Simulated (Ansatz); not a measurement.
Relaxation of BH$_{8}$OPSi$_{2}$ (13 atoms, charge 0, multiplicity 1), to a largest force component of 0.015 eV/Å in at most 40 steps.

The calculation used RKS PBE0/6-31G (Ansatz).

```xyz
13
Properties=species:S:1:pos:R:3:forces:R:3
B -1.228 1.333 0.949 -1.16 2.45 0.30
Si -0.210 0.209 -0.183 0.31 -0.10 0.18
O 1.259 1.013 -0.659 1.18 -1.45 -1.47
Si -1.442 -0.339 -1.970 -1.45 2.21 -0.54
P 0.278 -1.668 0.885 0.60 -0.46 1.43
H -1.562 1.062 2.033 -0.28 -0.30 0.66
H -1.610 2.426 0.527 0.30 -0.65 0.28
H 1.702 0.285 -1.227 0.06 1.79 0.74
H -0.723 -1.161 -2.849 1.03 -1.37 -1.39
H -2.709 -0.926 -1.561 -0.75 -0.49 0.20
H -1.780 0.994 -2.694 0.16 -0.67 0.25
H 1.178 -2.139 -0.112 0.47 -0.34 -0.21
H 1.302 -0.995 1.742 -0.45 -0.60 -0.43
```

Task: Where does it end, and by what steps?

Result: It converged. The force dipped under the threshold on the way, but the program's further checks kept it going. Limits of this set-up: no polarisation functions. After 13 steps the energy has fallen by 0.894 eV; H7 moved furthest, 0.96 Å.

```json
{"step": "0", "energy less start (eV)": "0.0000", "largest force component (eV/Å)": "2.450", "accepted": "yes"}
{"step": "1", "energy less start (eV)": "-0.6717", "largest force component (eV/Å)": "1.126", "accepted": "yes"}
{"step": "2", "energy less start (eV)": "-0.7889", "largest force component (eV/Å)": "0.654", "accepted": "yes"}
{"step": "3", "energy less start (eV)": "-0.8363", "largest force component (eV/Å)": "0.454", "accepted": "yes"}
{"step": "4", "energy less start (eV)": "-0.8786", "largest force component (eV/Å)": "0.084", "accepted": "yes"}
{"step": "5", "energy less start (eV)": "-0.8886", "largest force component (eV/Å)": "0.131", "accepted": "yes"}
{"step": "6", "energy less start (eV)": "-0.8799", "largest force component (eV/Å)": "0.390", "accepted": "no"}
{"step": "7", "energy less start (eV)": "-0.8928", "largest force component (eV/Å)": "0.010", "accepted": "yes"}
{"step": "8", "energy less start (eV)": "-0.8926", "largest force component (eV/Å)": "0.120", "accepted": "no"}
{"step": "9", "energy less start (eV)": "-0.8933", "largest force component (eV/Å)": "0.018", "accepted": "yes"}
{"step": "10", "energy less start (eV)": "-0.8935", "largest force component (eV/Å)": "0.033", "accepted": "yes"}
{"step": "11", "energy less start (eV)": "-0.8936", "largest force component (eV/Å)": "0.029", "accepted": "yes"}
{"step": "12", "energy less start (eV)": "-0.8937", "largest force component (eV/Å)": "0.022", "accepted": "yes"}
{"step": "13", "energy less start (eV)": "-0.8937", "largest force component (eV/Å)": "0.007", "accepted": "yes"}
```

```xyz
13
Properties=species:S:1:pos:R:3
B -1.209 1.485 1.021
Si -0.181 0.269 -0.190
O 1.240 1.120 -0.749
Si -1.537 -0.394 -2.029
P 0.294 -1.712 0.961
H -2.163 1.058 1.602
H -0.909 2.634 1.142
H 1.861 0.718 -1.375
H -0.759 -1.306 -2.942
H -2.752 -1.125 -1.531
H -1.977 0.806 -2.821
H 1.204 -2.270 -0.018
H 1.343 -1.187 1.809
```

Whether the end is a true minimum wasn't checked by a vibrational analysis.

Run time: 3.2 min on 1 thread of Intel(R) Xeon(R) Processor @ 2.50GHz (Skylake/Cascade Lake), with other jobs on the host, peak memory 0.18 GiB.
